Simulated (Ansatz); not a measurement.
Bond stretch in SMILES [GaH3]. The Ga1–H4 bond (Ga1 also carries H, H; H4 carries nothing else) is stretched with both fragments frozen at the PBE0/def2-TZVP optimised geometry.

Computed with Ansatz (an electronic-structure program) with CCSD(T) on UHF/def2-SVP, cores with 3d frozen.

The batch members p0 to p11 hold the bond at 1.25, 1.36, 1.41, 1.47, 1.52, 1.57, 1.60, 1.68, 1.76, 1.79, 1.93, 2.10 Å.

Ansatz input:

Ansatz 0.2 input:
```yaml
# input.yaml
basis:
  gaussian: { orbitals: def2-svp }
correlation:
  method: ccsd_t
  electrons: outside_noble_gas
scf:
  omitted_lower_state_checks: [cluster_reference, increment]
batch:
  members: [p0.yaml, p1.yaml, p2.yaml, p3.yaml, p4.yaml, p5.yaml, p6.yaml, p7.yaml, p8.yaml, p9.yaml, p10.yaml, p11.yaml]

# p6.yaml, one of the 12 members of this batch
crystal:
  periodic: [false, false, false]
  atoms:
    - { symbol: Ga, position_ang: [0.0, 0.0, 0.0] }
    - { symbol: H, position_ang: [-0.00102155, -1.35839457, -0.78427864] }
    - { symbol: H, position_ang: [0.0, 1.3583873, -0.78428902] }
    - { symbol: H, position_ang: [0.0, 0.0, 1.6] }
total_charge: 0
magnetization:
  spin_polarized: true
```

Lines of the output on each member:

```
Member 1: Total energy: -52376.35724950 eV, -1924.7956269491 hartree
Member 1: Checks for a lower state left out: cluster_reference, increment
Member 2: Total energy: -52376.57397405 eV, -1924.8035914293 hartree
Member 2: Checks for a lower state left out: cluster_reference, increment
Member 3: Total energy: -52376.74089351 eV, -1924.8097256065 hartree
Member 3: Checks for a lower state left out: cluster_reference, increment
Member 0: Total energy: -52375.54758276 eV, -1924.7658722453 hartree
Member 0: Checks for a lower state left out: cluster_reference, increment
Member 4: Total energy: -52376.81704505 eV, -1924.8125241240 hartree
Member 4: Checks for a lower state left out: cluster_reference, increment
Member 5: Total energy: -52376.84692737 eV, -1924.8136222788 hartree
Member 5: Checks for a lower state left out: cluster_reference, increment
Member 6: Total energy: -52376.84623028 eV, -1924.8135966612 hartree
Member 6: Checks for a lower state left out: cluster_reference, increment
Member 9: Total energy: -52376.61615676 eV, -1924.8051416153 hartree
Member 9: Checks for a lower state left out: cluster_reference, increment
Member 7: Total energy: -52376.78950877 eV, -1924.8115121841 hartree
Member 7: Checks for a lower state left out: cluster_reference, increment
Member 8: Total energy: -52376.67191993 eV, -1924.8071908741 hartree
Member 8: Checks for a lower state left out: cluster_reference, increment
Member 10: Total energy: -52376.30033539 eV, -1924.7935353942 hartree
Member 10: Checks for a lower state left out: cluster_reference, increment
Member 11: Total energy: -52375.85408269 eV, -1924.7771359098 hartree
Member 11: Checks for a lower state left out: cluster_reference, increment
```

The unrestricted determinant behind UCCSD(T) is spin-contaminated at 2.37 to 5.45 Å (<S²> up to 1.0, against 0.00 for a pure singlet).
